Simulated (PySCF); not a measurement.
Species: C6H8N (doublet state).
Geometry (GFN2-xTB, Å), atoms numbered from 1 in this order:
```xyz
15
C6H8N angstrom
C     -2.261   -0.114   -0.526
C     -1.369    0.498    0.480
N      0.016    0.181    0.255
C      0.849    0.854   -0.581
C      2.062    0.220   -0.592
C      1.954   -0.890    0.267
C      0.681   -0.886    0.768
H     -1.894   -0.886   -1.171
H     -3.285    0.193   -0.594
H     -1.491    1.592    0.481
H     -1.639    0.161    1.496
H      0.519    1.733   -1.099
H      2.929    0.516   -1.148
H      2.722   -1.604    0.490
H      0.203   -1.559    1.453
```

The hyperfine couplings belong to this conformer and change with its torsions.

Identity: `[CH2]Cn1cccc1` [radical].

Method used: UKS B3LYP, pcH-1 on C H N, non-relativistic, mean-field spin-orbit, GIAO in PySCF 2.14.0. The structure is a single GFN2-xTB conformer in the gas phase; no vibrational or solvent corrections. GFN2-xTB frequencies show an imaginary mode (26i cm⁻¹), so this geometry is no minimum at that level. Couplings are sensitive to structure, and on GFN2-xTB geometries they can be far from those on DFT ones. The SCF solution wasn't tested for stability.

(1) The isotropic 13C couplings are +89.8, -36.5 MHz. Assign them to C1; C2.

Results:

(1) 
| site | a_iso (MHz) | ρ(0) (bohr⁻³) | position | distance from C1 (Å) | spin population | largest \|T\| (MHz) |
| --- | --- | --- | --- | --- | --- | --- |
| C1 | +89.8 | +0.0799 | largest spin population | 0.00 | +1.08 | 163.7 |
| C2 | -36.5 | -0.0324 | 1 bond from C1 | 1.48 | -0.08 | 2.5 |

ρ(0) is the spin density at the nucleus and T the dipolar tensor; entries for several nuclei are means. Largest spin populations (Mulliken): C1 (+1.08) and C2 (-0.08). No atom but C1 exceeds +0.15. The positive populations add up to 1.18 and the negative ones to -0.18, together 2S = 1. The angles at C1 add up to 360.0°, so it is planar; its axial dipolar tensor and the negative couplings of its protons fit spin in a p orbital normal to that plane.

Examples of negative spin density at the nucleus (bohr⁻³): C2 (-0.0324) and H8/H9 (-0.0145).

Nuclei that the bonding pattern makes equivalent are averaged, as if the motion that swaps them (rotation, inversion, ring flip) were fast. The 1H value of +115.1 MHz is a mean of couplings from 91.7 to 138.6 MHz in this one geometry, not an average over conformers.

Hardware: an Arm Neoverse V2 with one thread, shared host with 32 logical CPUs at a one-minute load of 44. Cost: 48 s (grids of density and orbitals included), 0.96 GiB resident at most.
